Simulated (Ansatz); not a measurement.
Born–Oppenheimer molecular dynamics of CH7ClGaN (11 atoms, charge 0, multiplicity 1). It starts at the highest image of a converged band. Of that band: A vibrational analysis at the climbing image gives one clearly imaginary mode, 532i cm⁻¹, and a faint second one (20i cm⁻¹) that may be numerical noise or a soft torsion: probably a first-order saddle point.

The calculation used Ansatz, RKS revPBE/def2-SVP.

```json
{
  "ensemble": "NVE (velocity Verlet)",
  "time step": "0.5 fs",
  "steps asked": "200",
  "starting velocities drawn for": "100 K",
  "seed": "9311"
}
```

Frames 5 fs apart, positions in Å, forces in eV/Å.

Velocities at 0.0 fs (Å/ps):

```
Ga -0.02 0.28 -0.54
H -10.87 8.80 -12.55
C 0.41 0.17 2.51
N -1.36 -1.21 0.56
H -18.80 11.44 -9.71
Cl 0.78 -0.41 0.31
H 8.28 -7.60 -0.35
H -6.23 10.28 8.77
H 7.75 -1.73 -16.06
H 4.72 -12.07 2.34
H 3.04 1.07 16.10
```

```xyz
11
Properties=species:S:1:pos:R:3:forces:R:3 time_fs=0.0 energy_less_start_eV=0.000 T=100
Ga 0.194 -0.036 0.157 -0.01 0.00 0.00
H 1.160 1.225 0.852 0.00 0.00 0.00
C -0.339 0.260 -1.719 0.00 -0.01 0.02
N 0.607 -1.602 1.051 0.00 0.00 -0.02
H 0.219 1.553 1.302 -0.01 0.00 0.00
Cl -1.298 1.577 1.642 0.01 0.00 0.00
H 0.500 -0.007 -2.391 0.01 0.00 -0.01
H -0.604 1.323 -1.874 0.00 0.01 0.00
H -1.214 -0.368 -1.976 -0.01 -0.01 0.00
H 0.800 -1.528 2.055 0.00 0.01 0.02
H -0.025 -2.396 0.901 0.00 -0.01 0.00
11
Properties=species:S:1:pos:R:3:forces:R:3 time_fs=5.0 energy_less_start_eV=0.038 T=67
Ga 0.194 -0.035 0.154 0.25 -0.27 0.16
H 1.113 1.263 0.785 0.17 -0.13 -0.09
C -0.336 0.263 -1.709 -0.12 -0.17 -0.40
N 0.602 -1.607 1.055 -0.16 -0.28 0.17
H 0.126 1.612 1.258 0.10 0.03 0.09
Cl -1.295 1.575 1.644 -0.43 0.16 0.17
H 0.518 -0.021 -2.370 -0.05 0.33 0.13
H -0.619 1.332 -1.833 0.16 -0.22 -0.13
H -1.181 -0.375 -2.047 -0.06 0.08 0.22
H 0.829 -1.574 2.056 0.12 0.28 -0.05
H -0.033 -2.414 0.962 0.02 0.18 -0.26
11
Properties=species:S:1:pos:R:3:forces:R:3 time_fs=10.0 energy_less_start_eV=0.037 T=68
Ga 0.195 -0.035 0.152 0.50 -0.45 0.20
H 1.104 1.272 0.699 0.20 -0.12 -0.01
C -0.336 0.261 -1.706 -0.24 -0.34 -0.10
N 0.594 -1.615 1.062 0.05 0.30 -0.03
H 0.058 1.677 1.233 0.20 0.00 0.07
Cl -1.294 1.574 1.647 -0.65 0.27 0.28
H 0.539 0.030 -2.333 0.28 0.07 -0.18
H -0.607 1.317 -1.822 -0.06 0.32 -0.13
H -1.165 -0.368 -2.075 -0.15 -0.07 0.09
H 0.883 -1.564 2.046 0.00 0.11 -0.08
H -0.046 -2.405 0.968 -0.14 -0.10 -0.10
11
Properties=species:S:1:pos:R:3:forces:R:3 time_fs=15.0 energy_less_start_eV=0.058 T=50
Ga 0.197 -0.036 0.151 0.63 -0.45 0.11
H 1.140 1.256 0.612 0.10 -0.01 0.16
C -0.339 0.255 -1.707 0.12 0.50 -0.57
N 0.587 -1.619 1.068 -0.22 0.35 -0.58
H 0.031 1.739 1.225 -0.02 -0.11 0.09
Cl -1.298 1.575 1.651 -0.32 0.34 0.21
H 0.595 0.100 -2.319 -0.49 -0.14 0.17
H -0.600 1.340 -1.836 -0.03 -0.46 0.09
H -1.175 -0.371 -2.081 0.15 0.00 -0.06
H 0.936 -1.530 2.024 -0.13 -0.17 0.11
H -0.076 -2.400 0.956 0.21 0.17 0.27
11
Properties=species:S:1:pos:R:3:forces:R:3 time_fs=20.0 energy_less_start_eV=0.058 T=51
Ga 0.202 -0.039 0.150 0.72 -0.23 -0.12
H 1.198 1.232 0.560 -0.08 -0.07 0.22
C -0.342 0.255 -1.716 -0.34 -0.19 0.25
N 0.577 -1.615 1.066 0.20 0.60 -0.19
H 0.004 1.776 1.240 -0.09 -0.12 0.11
Cl -1.303 1.578 1.657 -0.16 0.36 0.16
H 0.581 0.136 -2.293 0.35 -0.34 -0.40
H -0.612 1.306 -1.836 -0.31 0.51 0.03
H -1.158 -0.380 -2.100 0.05 -0.12 -0.13
H 0.958 -1.530 2.015 -0.14 -0.13 -0.06
H -0.084 -2.384 0.995 -0.19 -0.28 0.13
11
Properties=species:S:1:pos:R:3:forces:R:3 time_fs=25.0 energy_less_start_eV=0.035 T=70
Ga 0.209 -0.042 0.148 0.73 0.01 -0.41
H 1.239 1.192 0.559 -0.15 -0.11 0.19
C -0.349 0.255 -1.724 0.07 0.25 -0.37
N 0.568 -1.605 1.059 -0.40 -0.63 0.12
H -0.036 1.788 1.278 0.24 0.01 0.03
Cl -1.310 1.584 1.665 -0.52 0.31 0.27
H 0.596 0.107 -2.324 -0.46 0.14 0.23
H -0.675 1.328 -1.828 0.17 -0.55 -0.03
H -1.129 -0.410 -2.145 0.00 0.02 0.08
H 0.955 -1.554 2.005 0.12 0.17 0.07
H -0.104 -2.393 1.065 0.20 0.36 -0.18
11
Properties=species:S:1:pos:R:3:forces:R:3 time_fs=30.0 energy_less_start_eV=0.019 T=84
Ga 0.219 -0.046 0.145 0.50 0.05 -0.67
H 1.249 1.132 0.604 -0.01 0.12 0.17
C -0.356 0.256 -1.736 -0.38 -0.87 0.30
N 0.556 -1.602 1.056 0.24 -0.19 0.49
H -0.032 1.798 1.328 0.00 -0.06 0.07
Cl -1.321 1.592 1.673 -0.28 0.34 0.20
H 0.551 0.102 -2.331 0.47 0.21 -0.24
H -0.719 1.281 -1.830 -0.09 0.52 -0.18
H -1.102 -0.439 -2.172 -0.13 0.02 0.23
H 0.970 -1.544 1.996 0.05 0.18 -0.16
H -0.114 -2.364 1.095 -0.37 -0.32 -0.22
11
Properties=species:S:1:pos:R:3:forces:R:3 time_fs=35.0 energy_less_start_eV=-0.028 T=125
Ga 0.231 -0.049 0.140 0.43 0.18 -0.71
H 1.255 1.096 0.687 0.00 0.13 0.06
C -0.369 0.246 -1.745 0.23 0.29 -0.07
N 0.544 -1.605 1.059 -0.41 -0.55 -0.09
H -0.025 1.794 1.394 -0.16 -0.12 0.07
Cl -1.333 1.602 1.684 -0.12 0.35 0.17
H 0.565 0.148 -2.365 -0.34 0.12 0.22
H -0.764 1.290 -1.865 0.18 -0.44 0.04
H -1.107 -0.468 -2.152 -0.12 -0.09 0.08
H 0.998 -1.498 1.967 -0.05 -0.13 0.15
H -0.164 -2.360 1.081 0.36 0.27 0.09
11
Properties=species:S:1:pos:R:3:forces:R:3 time_fs=40.0 energy_less_start_eV=-0.038 T=133
Ga 0.243 -0.052 0.133 0.54 0.35 -0.51
H 1.258 1.086 0.782 -0.12 -0.08 -0.16
C -0.380 0.237 -1.753 -0.11 -0.30 0.38
N 0.528 -1.614 1.062 0.31 0.39 -0.16
H -0.042 1.766 1.475 0.23 -0.04 -0.02
Cl -1.346 1.614 1.696 -0.54 0.26 0.25
H 0.535 0.212 -2.371 0.12 -0.28 -0.17
H -0.787 1.246 -1.895 -0.26 0.31 0.14
H -1.129 -0.507 -2.110 0.27 0.10 0.02
H 1.009 -1.481 1.957 -0.21 -0.27 0.03
H -0.175 -2.341 1.083 -0.23 -0.45 0.21
11
Properties=species:S:1:pos:R:3:forces:R:3 time_fs=45.0 energy_less_start_eV=-0.075 T=165
Ga 0.258 -0.053 0.123 0.39 0.24 -0.29
H 1.237 1.063 0.843 -0.03 -0.03 -0.19
C -0.391 0.226 -1.754 0.26 0.55 0.36
N 0.514 -1.621 1.061 -0.39 -0.48 -0.01
H -0.027 1.724 1.552 -0.17 -0.09 -0.03
Cl -1.363 1.629 1.709 -0.13 0.27 0.19
H 0.514 0.221 -2.403 -0.12 -0.22 0.00
H -0.851 1.234 -1.891 0.03 -0.25 0.20
H -1.110 -0.541 -2.068 -0.11 -0.25 -0.19
H 0.981 -1.519 1.967 -0.02 -0.03 0.07
H -0.193 -2.373 1.125 0.31 0.30 -0.11
11
Properties=species:S:1:pos:R:3:forces:R:3 time_fs=50.0 energy_less_start_eV=-0.091 T=179
Ga 0.274 -0.054 0.113 0.25 -0.17 -0.14
H 1.211 1.035 0.860 0.16 0.13 -0.08
C -0.399 0.221 -1.749 -0.10 -0.67 0.09
N 0.497 -1.633 1.061 0.16 0.07 0.21
H -0.042 1.665 1.622 -0.15 -0.02 -0.06
Cl -1.381 1.645 1.723 -0.16 0.22 0.20
H 0.476 0.182 -2.439 -0.11 0.13 0.10
H -0.919 1.191 -1.847 0.03 0.05 -0.03
H -1.093 -0.605 -2.056 0.19 0.33 0.14
H 0.944 -1.564 1.983 0.09 0.20 -0.09
H -0.181 -2.384 1.145 -0.37 -0.28 -0.33
11
Properties=species:S:1:pos:R:3:forces:R:3 time_fs=55.0 energy_less_start_eV=-0.109 T=194
Ga 0.291 -0.055 0.102 0.33 -0.42 0.08
H 1.219 1.032 0.856 0.13 0.07 -0.06
C -0.407 0.206 -1.741 0.00 -0.18 0.38
N 0.479 -1.645 1.064 -0.34 -0.10 -0.13
H -0.083 1.602 1.678 0.26 0.07 -0.06
Cl -1.400 1.662 1.739 -0.53 0.17 0.21
H 0.425 0.172 -2.462 0.25 0.31 -0.08
H -0.977 1.152 -1.808 0.11 0.06 -0.12
H -1.060 -0.626 -2.025 -0.43 -0.31 -0.02
H 0.923 -1.570 1.985 -0.03 0.02 -0.03
H -0.211 -2.414 1.093 0.24 0.30 -0.17
```

Of the whole run (100 fs, mean temperature of the second half 252 K): The conserved energy stayed within 0.033 meV per atom of its start (net change 0.018 meV per atom), so the integration is sound. The kinetic energy rose, since the run started high on the potential surface and went downhill. It ends in pieces (CH6GaN + ClH), so much of that is their flight and rotation, not heat. A run of 0.1 ps of so small a system gives no equilibrium averages. The orbitals stay closed-shell, which can raise the energy where a bond breaks towards radicals; this wasn't checked here.

Run time: 8.3 min on 2 threads of Intel(R) Xeon(R) Platinum 8259CL CPU @ 2.50GHz (Skylake/Cascade Lake) (shared host), peak memory 0.18 GiB.
